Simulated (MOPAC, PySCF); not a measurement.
C$_{3}$H$_{5}$N, SMILES `C=C=CN` (C–C–N–H torsion 15°), neutral singlet in the gas phase. 

Cartesian coordinates (Å):
```xyz
9

C      1.8527     0.3205    -0.0177
C      0.6179    -0.0346     0.1957
C     -0.6240    -0.3594     0.4430
N     -1.7625     0.1243    -0.2261
H      2.2798     1.2104     0.4374
H      2.5123    -0.2578    -0.6592
H     -0.8438    -1.0145     1.2800
H     -1.5518     0.5855    -1.0996
H     -2.4806    -0.5745    -0.3535
```
Charge 0, spin multiplicity 1.

All levels are single points at this geometry (B3LYP-D3(BJ)/def2-TZVP); Pople sets use spherical d functions. Orbital energies aren't observables, and empty levels follow the basis.

ωB97X-D3(BJ)/def2-TZVP in PySCF gives gap (eV) = 10.60.

Problem. Estimate the gap (eV) from each of these levels: PBE-D3(BJ)/def2-TZVP in PySCF; B3LYP/3-21G in PySCF; B3LYP/6-311+G** in PySCF; B3LYP/6-31G* in PySCF; BP86/6-31G* in PySCF; M06-2X/6-31G* in PySCF; SVWN5/6-31G* in PySCF; HF/3-21G in PySCF; HF/6-31G* in PySCF; AM1 in MOPAC; PM3 in MOPAC; PM6 in MOPAC.

Solution. 
```json
[
 {"level": "PBE-D3(BJ)/def2-TZVP in PySCF", "gap (eV)": "3.98"},
 {"level": "B3LYP/3-21G in PySCF", "gap (eV)": "5.87"},
 {"level": "B3LYP/6-311+G** in PySCF", "gap (eV)": "5.42"},
 {"level": "B3LYP/6-31G* in PySCF", "gap (eV)": "5.94"},
 {"level": "BP86/6-31G* in PySCF", "gap (eV)": "4.15"},
 {"level": "M06-2X/6-31G* in PySCF", "gap (eV)": "8.54"},
 {"level": "SVWN5/6-31G* in PySCF", "gap (eV)": "4.03"},
 {"level": "HF/3-21G in PySCF", "gap (eV)": "13.24"},
 {"level": "HF/6-31G* in PySCF", "gap (eV)": "13.21"},
 {"level": "AM1 in MOPAC", "gap (eV)": "10.06"},
 {"level": "PM3 in MOPAC", "gap (eV)": "9.68"},
 {"level": "PM6 in MOPAC", "gap (eV)": "9.69"}
]
```
